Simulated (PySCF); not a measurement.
Compound: C2H5OSi (doublet state).
Numbering: `[CH3:1][C:2](=[O:3])[SiH2:4]` (hydrogens: H5, H6, H7 on C1; H8, H9 on Si4)

Structure used (GFN2-xTB), in Å, numbered top down from 1:
```xyz
9
C2H5OSi angstrom
C     -1.291   -0.061    0.098
C      0.031    0.662   -0.047
O      0.095    1.886   -0.153
Si     1.597   -0.332   -0.086
H     -2.077    0.652    0.336
H     -1.234   -0.820    0.875
H     -1.539   -0.553   -0.842
H      2.862    0.349   -0.256
H      1.569   -1.777    0.050
```

The hyperfine couplings belong to this conformer and change with its torsions.

Computed, not measured: UKS B3LYP, pcH-1 on C H O Si, non-relativistic, mean-field spin-orbit, GIAO (PySCF 2.14.0). Isolated species at its GFN2-xTB geometry, gas phase. A GFN2-xTB geometry isn't a minimum of the functional, and hyperfine couplings can be far from their values at a DFT geometry, by a factor of two or more for some ions and for spin on atoms past the first row. Stability of the SCF solution: not tested.

Q: Give the principal g shifts and their parts.

A: 
```tsv
Δg (ppm)	1	2	3
relativistic mass correction	-151	-151	-151
gauge correction	-10	34	35
orbital Zeeman/spin–orbit	-39	1229	4105
total	-200	1112	3989
```

So g = 2.00212, 2.00343, 2.00631 and g_iso = 2.00395; the tensor is rhombic: the two nearest values differ by 31 % of g3 − g1. Axes: g3 points within 2° of the C2–Si4 bond.

Q: At 9.522 GHz, how far is the centre of the isotropic spectrum from where a free electron (g = 2.002319) resonates?

A: B = hν/(g μB) with μB/h = 13.99624 MHz/mT gives 339.77 mT for the free electron and 339.49 mT at g_iso, 0.28 mT lower.

Q: What are the electron Larmor frequencies g μB B/h along the three axes at 330 mT?

A: 9.2473, 9.2534, 9.2667 GHz for g1, g2 and g3, a range of 19.3 MHz.

Q: Average each term over the three axes. Which is largest in size?

A: The orbital-Zeeman/spin–orbit term 1765, the mass correction -151 and the gauge correction 20 ppm, for a total of 1634 ppm. The orbital-Zeeman/spin–orbit term is the largest in size. The mass correction is the same along every axis, so the anisotropy comes from the other two: their spans along these axes are 45 (gauge) and 4144 ppm (orbital Zeeman/spin–orbit).

Q: In a frozen sample, at which fields do the three g values resonate at 9.5, 34, 94 and 263 GHz (hyperfine left aside), and which band first spreads them over more than twice a line width of 1.0 mT?

A: 
```json
{"band": "X", "GHz": "9.5", "B(g3) mT": "338.31", "B(g2) mT": "338.80", "B(g1) mT": "339.02", "spread mT": "0.71"}
{"band": "Q", "GHz": "34.0", "B(g3) mT": "1210.79", "B(g2) mT": "1212.53", "B(g1) mT": "1213.33", "spread mT": "2.53"}
{"band": "W", "GHz": "94.0", "B(g3) mT": "3347.49", "B(g2) mT": "3352.29", "B(g1) mT": "3354.49", "spread mT": "7.00"}
{"band": "J", "GHz": "263.0", "B(g3) mT": "9365.84", "B(g2) mT": "9379.29", "B(g1) mT": "9385.43", "spread mT": "19.59"}
```

The spread grows in proportion to the frequency. Q band is the first where it exceeds 2.0 mT.

Largest spin populations (Mulliken): Si4 (+0.97) and O3 (+0.17). The angles at Si4 add up to 360.0°, so it is planar; its axial dipolar tensor and the negative couplings of its protons fit spin in a p orbital normal to that plane.

The HOMO–LUMO gaps are 4.86 eV among the α and 3.62 eV among the β orbitals.

On Arm Neoverse V2, one thread (shared host), this took 14 s wall.
